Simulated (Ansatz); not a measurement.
Geometry optimisation, RKS r2SCAN-D4/6-31G in Ansatz 0.2.0.

input.yaml

```yaml
crystal:
  periodic: [false, false, false]
  atoms:
    - { symbol: C, position_ang: [-1.7933, 0.6631, -0.0536] }
    - { symbol: C, position_ang: [-0.3471, 0.7316, -0.0352] }
    - { symbol: O, position_ang: [0.2999, 1.7588, -0.0665] }
    - { symbol: Si, position_ang: [0.653, -0.9086, 0.0347] }
    - { symbol: "N", position_ang: [2.2825, -0.7478, 0.0512] }
    - { symbol: H, position_ang: [-2.2203, 1.7496, -0.1077] }
    - { symbol: H, position_ang: [-2.2035, 0.2343, 0.8429] }
    - { symbol: H, position_ang: [-2.1535, 0.1918, -0.96] }
    - { symbol: H, position_ang: [2.31724, -1.76504, -0.16236] }
    - { symbol: H, position_ang: [0.2197, -1.6717, 1.2848] }
    - { symbol: H, position_ang: [2.5016, -0.1396, 0.8798] }
    - { symbol: H, position_ang: [2.5652, -0.1834, -0.7304] }
basis:
  gaussian: { orbitals: "6-31G" }
hamiltonian:
  xc: r2scan
  dispersion: d4
relax:
  f_tol: 0.02
  max_steps: 50
```

Command:

```bash
$ ansatz run input.yaml --threads 1 --pin off --max-ram 2048MiB --backend cpu --events-out ev --progress --plain --runs-dir out
```

Task: Where does it end, and by what steps?

Result: The run converged. Limits of this set-up: no polarisation functions. After 27 steps the energy has fallen by 3.671 eV; H9 moved furthest, 1.30 Å. The start is strongly strained (largest force component 12 eV/Å).

| step | energy less start (eV) | largest force component (eV/Å) | accepted |
| --- | --- | --- | --- |
| 0 | 0.0000 | 11.561 | yes |
| 1 | -2.0119 | 5.588 | yes |
| 2 | -2.9533 | 1.792 | yes |
| 3 | -3.2373 | 1.220 | yes |
| 4 | -3.3333 | 1.320 | yes |
| 5 | -3.4035 | 1.171 | yes |
| 6 | -3.4421 | 0.676 | yes |
| 7 | -3.4556 | 0.148 | yes |
| 8 | -3.4677 | 0.187 | yes |
| 9 | -3.4816 | 0.835 | yes |
| 10 | -3.5230 | 1.004 | yes |
| 11 | -3.6130 | 0.259 | yes |
| 12 | -3.5508 | 1.114 | no |
| 13 | -3.6414 | 0.134 | yes |
| 14 | -3.6562 | 0.115 | yes |
| 15 | -3.6588 | 0.230 | yes |
| 16 | -3.6670 | 0.144 | yes |
| 17 | -3.6680 | 0.063 | yes |
| 18 | -3.6683 | 0.032 | yes |
| 19 | -3.6685 | 0.060 | yes |
| 20 | -3.6688 | 0.050 | yes |
| 21 | -3.6693 | 0.063 | yes |
| 22 | -3.6696 | 0.048 | yes |
| 23 | -3.6699 | 0.052 | yes |
| 24 | -3.6702 | 0.036 | yes |
| 25 | -3.6704 | 0.036 | yes |
| 26 | -3.6697 | 0.143 | no |
| 27 | -3.6705 | 0.019 | yes |

```xyz
12
Properties=species:S:1:pos:R:3
C -1.765 0.763 0.068
C -0.296 0.448 -0.017
O 0.547 1.401 -0.005
Si 0.331 -1.416 -0.314
N 2.183 -0.637 -0.065
H -1.922 1.738 0.542
H -2.306 -0.020 0.612
H -2.183 0.800 -0.949
H 2.630 -0.950 0.795
H 0.198 -1.766 1.195
H 1.926 0.392 -0.020
H 2.779 -0.841 -0.864
```

Whether the end is a true minimum wasn't checked by a vibrational analysis.

The run took 81 s on 1 thread of Intel(R) Xeon(R) Gold 6455B (Sapphire Rapids) (shared host), peak memory 0.2 GiB.
